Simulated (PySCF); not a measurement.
B97-3 on S¹³⁺ (sulfur, charge +13)

Configuration: [He] 2s1, 2S determinant. All numbers are calculated (PySCF 2.14, no relativity, point nucleus, in an uncontracted even-tempered set (17 s from 1.8 bohr⁻², ratio 2.2; 9 p from 2.9 bohr⁻², ratio 2.4; 6 d from 8.8 bohr⁻², ratio 2.4; 5 f from 13 bohr⁻², ratio 2.4; 4 g from 20 bohr⁻², ratio 2.4)).

* Total energy: -272.0160 hartree
* One-electron energy: -287.6380 hartree
* Hartree (Coulomb) energy: 26.8169 hartree
* Exchange-correlation energy: -11.1949 hartree
* Kinetic energy: 271.92363 hartree
* ⟨S²⟩: 0.7500
* ⟨L²⟩: 0.000
* Sum of ⟨r⟩: 0.5989 bohr
* Sum of ⟨r²⟩: 0.2174 bohr²
* Density at the nucleus (Gaussians lack the cusp): 2600 bohr⁻³
* Spin density at the nucleus: 135 bohr⁻³

```csv
shell,electrons,mean orbital energy (hartree),"rms radius, mean of both spins (bohr)"
1s α,1,-112.62479,0.111
1s β,1,-112.45631,0.111
2s α,1,-25.30776,0.439
```
